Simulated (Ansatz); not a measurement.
Relaxation of Cl4FTa (6 atoms, charge 0, multiplicity 1), to a largest force component of 0.02 eV/Å in at most 40 steps.

Method: RKS PBE0-D4/def2-SVP (Ansatz 0.2.0).

```xyz
6
Properties=species:S:1:pos:R:3:forces:R:3
Ta 0.000 0.000 0.000 0.05 0.08 0.00
Cl 2.470 0.000 0.000 -2.71 0.01 0.00
Cl 0.000 0.000 2.470 -0.01 -0.02 -2.27
Cl 0.000 0.000 -2.470 -0.01 -0.02 2.27
Cl -1.235 2.139 0.000 1.36 -2.34 0.00
F -0.965 -1.671 0.000 1.32 2.29 0.00
```

Task: Where does it end, and by what steps?

Result: The forces met the threshold. After 4 steps the energy has fallen by 1.055 eV; Cl2 moved furthest, 0.21 Å.

```json
{"step": "0", "energy less start (eV)": "0.0000", "largest force component (eV/Å)": "2.708", "accepted": "yes"}
{"step": "1", "energy less start (eV)": "-0.9871", "largest force component (eV/Å)": "0.885", "accepted": "yes"}
{"step": "2", "energy less start (eV)": "-1.0509", "largest force component (eV/Å)": "0.313", "accepted": "yes"}
{"step": "3", "energy less start (eV)": "-1.0545", "largest force component (eV/Å)": "0.067", "accepted": "yes"}
{"step": "4", "energy less start (eV)": "-1.0546", "largest force component (eV/Å)": "0.010", "accepted": "yes"}
```

```xyz
6
Properties=species:S:1:pos:R:3
Ta 0.017 0.030 0.000
Cl 2.295 0.121 0.000
Cl -0.044 -0.076 2.323
Cl -0.044 -0.076 -2.323
Cl -1.043 2.048 0.000
F -0.912 -1.579 0.000
```

Run time: 47 s on 2 threads of Intel(R) Xeon(R) Platinum 8259CL CPU @ 2.50GHz (Skylake/Cascade Lake), on a shared host, peak memory 0.35 GiB.
